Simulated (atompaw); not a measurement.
# Varying the PAW (atompaw) potential for molybdenum

Base potential:

atompaw 4.2.0.5 input, output lines left out:

```
Mo 42
LDA-PW scalarrelativistic loggrid 1500 logderivrange -3 5 201
5 5 4 0 0 0
5 0 0
5 1 0
4 2 5
0 0 0
c
c
c
c
v
c
c
c
v
c
v
2
2.80 2.50 2.40 2.70
y
3.75
n
y
0.85
n
y
0.3
n
custom polynom2 7 10 vanderbiltortho besselshape
bessel
2.80
2.80
2.80
2.80
2.80
2.80
```

Cutoffs, loose and tight: the cutoffs (Ry, on a coarse ladder) from which the occupation-weighted sum of valence levels, in a spherical-Bessel basis at the reference potential, stays within 10 and 1 mRy of its value at 400 Ry. They see the waves, projectors and local potential, not the compensation charge or the core. A dash means not determined.

A true bound ghost makes a file unfit for plane-wave use even where its test errors are small: the radial tests pick states by their node count and pass the ghost by.

```tsv
change	outcome	cutoff, loose	cutoff, tight	bound ghosts
base	generated	25 Ry	50 Ry	none
wave 5s (bound): rc 2.80 bohr becomes 5s (bound): rc 1.66 bohr	generated	25 Ry	50 Ry	s
augmentation sinc compensation charge, radius 2.50 bohr; PAW radius 2.80 bohr; waves and projectors: custom polynom2 7 10 vanderbiltortho	generated	25 Ry	50 Ry	none
functional PBE	generated	25 Ry	50 Ry	none
all radii scaled by about 0.80 (s 2.24, p 2.24, d 2.24 bohr); local potential bessel scheme, radius 1.92 bohr; augmentation besselshape compensation charge, radius 2.00 bohr; PAW radius 2.24 bohr; waves and projectors: custom polynom2 7 10 vanderbiltortho; core correction smooth core density matched at 2.16 bohr	generated	15 Ry	30 Ry	s, p
reference 4d3 5s0 5p0	generated	21 Ry	40 Ry	none
core [Ar] 3d10, valence charge 14; reference 4s2 4p6 4d5 5s1 5p0; waves now 4s (bound): rc 1.55 bohr; 5s (bound): rc 2.55 bohr; 4p (bound): rc 1.85 bohr; 5p (bound): rc 2.55 bohr; 4d (bound): rc 2.35 bohr; 4d channel at 3.35 Ry: rc 2.35 bohr; local potential bessel scheme, radius 2.45 bohr; core correction smooth core density matched at 2.25 bohr; augmentation besselshape compensation charge, radius 2.20 bohr; PAW radius 2.55 bohr; waves and projectors: custom polynom2 7 10 vanderbiltortho	generated	25 Ry	50 Ry	none
local potential troulliermartins scheme with l = 3 at 0.5 Ry, radius 2.40 bohr	generated	25 Ry	50 Ry	s
local potential bessel scheme, radius 2.66 bohr	generated	25 Ry	50 Ry	none
wave 5s channel at 3.75 Ry: rc 2.80 bohr becomes 5s channel at -0.63 Ry: rc 2.80 bohr	generated	25 Ry	50 Ry	none
augmentation besselshape compensation charge, radius 1.22 bohr; PAW radius 2.80 bohr; waves and projectors: custom polynom2 7 10 vanderbiltortho	generated	25 Ry	50 Ry	none
```
